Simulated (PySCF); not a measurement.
# Potassium: a sound run and one with changed settings

Sound run: K⁺ [Ar], K²⁺ [Ne] 3s2 3p5. Computed with PySCF 2.14 in aug-cc-pVDZ-X2C (6s5p3d, 36 functions), with the spin-free X2C one-electron Hamiltonian (Gaussian nucleus). The sound run starts from symmetry-adapted Hartree-Fock orbitals and uses a fine grid where one is needed.

A second run was set up differently.

| species | method | sound run (hartree) | changed run (hartree) | converged |
| --- | --- | --- | --- | --- |
| K⁺ | UHF | -601.30931 | -601.30931 | yes |
| K⁺ | M06-L | -602.05245 | -602.05245 | yes |
| K⁺ | BP86 | -602.11962 | -602.11962 | yes |
| K²⁺ | UHF | -600.15061 | -600.15061 | yes |
| K²⁺ | M06-L | -600.84266 | -600.84182 | yes |
| K²⁺ | BP86 | -600.91389 | -600.91373 | yes |

Ionisation energy of K⁺:

| method | sound run (eV) | changed run (eV) |
| --- | --- | --- |
| UHF | 31.530 | 31.530 |
| M06-L | 32.920 | 32.943 |
| BP86 | 32.810 | 32.814 |

(1) What was changed?
A. level shift left on
B. too few SCF iterations
C. angular grid far too coarse
D. all electrons correlated in a valence basis

Results:

(1) C. It used 26 angular points. A coarse angular grid integrates products of high-l functions wrongly, so density functionals can shift, and the SCF can exploit the error; Hartree-Fock and MP2 need no grid.
